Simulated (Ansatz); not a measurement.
Start from `[NH2][GeH]` and change one atom or group to get `[NH2][Ge][NH2]`.

Ansatz, PBE0-D4/def2-TZVP geometries, multiplicity 1. Each molecule was computed in one conformer, which needn't be the lowest.

Scalar relativity is left out up to krypton.

```csv
property,`[NH2][GeH]`
HOMO–LUMO gap (ωB97M-V/def2-TZVPP) / eV,9.05
HOMO energy (PBE/def2-TZVPP) / eV,-5.47
zero-point energy (PBE0-D4/def2-TZVP) / kJ/mol,84.9
HOMO energy (B3LYP/def2-TZVPP) / eV,-6.39
LUMO energy (ωB97M-V/def2-TZVPP) / eV,0.35
HOMO–LUMO gap (B3LYP/def2-TZVPP) / eV,4.54
```

Problem. What does the change do to each property? (An estimate is asked.)

Solution. The calculation gave: 
```tsv
property	`[NH2][Ge][NH2]`	shift
HOMO–LUMO gap (ωB97M-V/def2-TZVPP) / eV	10.36	1.31
HOMO energy (PBE/def2-TZVPP) / eV	-5.57	-0.10
zero-point energy (PBE0-D4/def2-TZVP) / kJ/mol	133.0	48.1
HOMO energy (B3LYP/def2-TZVPP) / eV	-6.66	-0.27
LUMO energy (ωB97M-V/def2-TZVPP) / eV	1.35	1.00
HOMO–LUMO gap (B3LYP/def2-TZVPP) / eV	5.85	1.31
```

With PBE0 the HOMO falls by 0.26 eV and the LUMO rises by 1.04 eV, so the gap widens by about 1.30 eV. PBE moves the HOMO by -0.10 eV and ωB97M-V by -0.31 eV. The zero-point energy changes by 48.1 kJ/mol with +6 modes.

B3LYP here is the variant with VWN-RPA as its local correlation; programs differ in this.
